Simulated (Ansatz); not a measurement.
Relaxation of SbH2Et (C₂H₇Sb) with RKS PBE0-D4/def2-SVP.

```sh
$ ansatz run in.yaml --threads 2 --pin off --events-out ev --progress --plain --max-ram 4352MiB
```

```yaml
crystal:
  periodic: [false, false, false]
  atoms:
    - {symbol: C, position_ang: [0.306080, -0.402820, -0.241460]}
    - {symbol: C, position_ang: [-1.058010, -0.783220, 0.295930]}
    - {symbol: Sb, position_ang: [1.096330, 1.382250, 0.721060]}
    - {symbol: H, position_ang: [2.388350, 1.465440, -0.380830]}
    - {symbol: H, position_ang: [0.211460, 2.407370, -0.307530]}
    - {symbol: H, position_ang: [1.018240, -1.208770, -0.070690]}
    - {symbol: H, position_ang: [0.257710, -0.216300, -1.312430]}
    - {symbol: H, position_ang: [-1.434050, -1.675840, -0.203570]}
    - {symbol: H, position_ang: [-1.012520, -0.989460, 1.364380]}
    - {symbol: H, position_ang: [-1.773590, 0.021350, 0.135140]}
basis:
  gaussian: {orbitals: def2-SVP}
hamiltonian: {xc: pbe0, dispersion: d4}
scf: {omitted_lower_state_checks: [starts]}
output: {orbitals: {seedname: orbitals}}
relax: {f_tol: 0.02, max_steps: 100}
```

It took 17 s on 2 threads of Arm Neoverse V2 on a shared host.

Positions (Å) and forces (eV/Å) at steps 1, 2, 3, 4, 7, 8 of 8:

```xyz
10
step=1 energy=-8721.1877 eV
C     0.306   -0.403   -0.241   -0.320    0.032    0.227
C    -1.058   -0.783    0.296    0.399    0.132   -0.113
Sb    1.096    1.382    0.721    0.085   -0.052    0.134
H     2.388    1.465   -0.381    0.307    0.035   -0.074
H     0.211    2.407   -0.308   -0.221    0.213   -0.068
H     1.018   -1.209   -0.071    0.363   -0.252    0.032
H     0.258   -0.216   -1.312    0.102    0.082   -0.388
H    -1.434   -1.676   -0.204   -0.222   -0.343   -0.157
H    -1.013   -0.989    1.364   -0.097   -0.099    0.428
H    -1.774    0.021    0.135   -0.397    0.253   -0.022
10
step=2 energy=-8721.1805 eV rejected
C     0.283   -0.416   -0.244    0.090    0.141   -0.115
C    -1.083   -0.807    0.299    0.233    0.224    0.031
Sb    1.145    1.400    0.648   -0.137    0.082    0.286
H     2.554    1.506   -0.361   -0.373   -0.043   -0.081
H     0.161    2.493   -0.276    0.274   -0.186   -0.022
H     1.024   -1.205   -0.063    0.061   -0.084   -0.010
H     0.250   -0.233   -1.325   -0.017   -0.088   -0.129
H    -1.460   -1.714   -0.194   -0.018   -0.092   -0.060
H    -1.048   -1.009    1.378   -0.019   -0.015    0.111
H    -1.826   -0.014    0.136   -0.093    0.060   -0.011
10
step=3 energy=-8721.2224 eV
C     0.299   -0.411   -0.251   -0.054    0.049    0.058
C    -1.068   -0.789    0.298    0.136    0.037   -0.049
Sb    1.116    1.387    0.698    0.001   -0.015    0.014
H     2.455    1.482   -0.375   -0.022    0.015   -0.015
H     0.188    2.452   -0.284    0.019    0.002   -0.002
H     1.033   -1.209   -0.069    0.051   -0.052   -0.003
H     0.262   -0.235   -1.333    0.028    0.007   -0.060
H    -1.450   -1.696   -0.194   -0.058   -0.067   -0.017
H    -1.031   -0.990    1.378   -0.027   -0.012    0.078
H    -1.806    0.009    0.133   -0.074    0.037   -0.004
10
step=4 energy=-8721.2234 eV
C     0.300   -0.413   -0.250   -0.027    0.020    0.009
C    -1.068   -0.790    0.297    0.053    0.014   -0.023
Sb    1.117    1.386    0.699    0.012   -0.007    0.007
H     2.451    1.487   -0.381   -0.014    0.002   -0.004
H     0.194    2.455   -0.282    0.001   -0.005    0.005
H     1.035   -1.212   -0.070    0.007   -0.004    0.000
H     0.268   -0.232   -1.334    0.007   -0.011   -0.006
H    -1.453   -1.700   -0.192   -0.014   -0.010    0.004
H    -1.036   -0.989    1.380   -0.011    0.001    0.011
H    -1.810    0.007    0.131   -0.014    0.001   -0.002
10
step=7 energy=-8721.2251 eV
C     0.318   -0.431   -0.244    0.014   -0.012    0.001
C    -1.066   -0.771    0.283   -0.012    0.006    0.006
Sb    1.164    1.352    0.705   -0.001    0.023   -0.018
H     2.409    1.530   -0.467   -0.008   -0.007    0.009
H     0.145    2.428   -0.169    0.005   -0.012    0.012
H     1.031   -1.246   -0.043    0.001    0.002    0.001
H     0.310   -0.265   -1.331   -0.004    0.003   -0.006
H    -1.451   -1.697   -0.175    0.000   -0.005   -0.004
H    -1.065   -0.926    1.374    0.001   -0.003    0.000
H    -1.795    0.025    0.065    0.006    0.005   -0.001
10
step=8 energy=-8721.2252 eV
C     0.321   -0.434   -0.243   -0.002    0.004    0.001
C    -1.064   -0.769    0.283   -0.003   -0.002   -0.001
Sb    1.164    1.353    0.705    0.008   -0.002    0.001
H     2.405    1.532   -0.471   -0.003    0.002    0.001
H     0.135    2.421   -0.165    0.002   -0.001   -0.001
H     1.032   -1.251   -0.041    0.008    0.003    0.004
H     0.314   -0.267   -1.329    0.000   -0.003   -0.005
H    -1.454   -1.691   -0.179   -0.004    0.000   -0.001
H    -1.066   -0.926    1.373   -0.001   -0.001    0.000
H    -1.788    0.033    0.066   -0.002   -0.002    0.001
```

In the def2 sets Sb takes a core potential; there is no spin–orbit coupling. Another isomer (singlet) lies 0.25 eV lower at PBE0-D4/def2-TZVP; other spin states weren't run for this one.
